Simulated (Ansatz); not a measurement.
```yaml
crystal:
  periodic: [false, false, false]
  atoms:
    - {symbol: C, position_ang: [0.277404, 0.648553, 0.166203]}
    - {symbol: C, position_ang: [0.612661, -1.718536, 0.499344]}
    - {symbol: O, position_ang: [0.562661, -1.718536, 0.449344]}
    - {symbol: I, position_ang: [-1.827877, -1.133717, -1.210352]}
    - {symbol: H, position_ang: [1.172183, 0.766222, 0.778107]}
    - {symbol: H, position_ang: [0.420959, 1.092465, -0.820175]}
    - {symbol: H, position_ang: [-0.576326, 1.148017, 0.626812]}
basis:
  gaussian: {orbitals: ANO-RCC-VTZP}
hamiltonian: {xc: {name: wB97M-V}}
scf: {lower_state_search: full}
```

```sh
$ ansatz run in.yaml --threads 4 --pin off --events-out ev --progress --plain --max-ram 10444MiB
```

Shortened log:

```
Functional definition: wB97M-V
1583 factors; their error is unknown
312 factors; integrals over basis functions are off by at most 1.1e-5 eV
mean field evaluation 1: about -191231.4686 eV, gradient 1.5e2 eV
mean field evaluation 2: about -191244.0718 eV, gradient 5.5e1 eV
mean field evaluation 4: about -191248.7407 eV, gradient 4.2e0 eV
mean field evaluation 8: about -191250.5282 eV, gradient 4.7e0 eV
mean field evaluation 16: about -191250.6300 eV, gradient 3.0e-3 eV
a density is far from that of the atoms, so the factors are made again for it
1611 factors; integrals over basis functions are off by at most 1.1e-3 eV
333 factors; integrals over basis functions are off by at most 7.5e-6 eV
mean field -191250.63056130 eV, -7028.3310387946 hartree, gradient 2.2e-5 eV, S^2 0.000000; 0 other end points of the search recorded, 0 dependent functions left out
reference -191250.63063685 eV, -7028.3310415706 hartree; 38, 38 occupied and 162, 162 virtual orbitals, 1611 factors
Total energy: -191250.63063685 eV, -7028.3310415706 hartree
Relativity: scalar
```

Something in this input is off. What?

One atom was put on top of another. The run converged. The result belongs to that input, not to the molecule as meant.
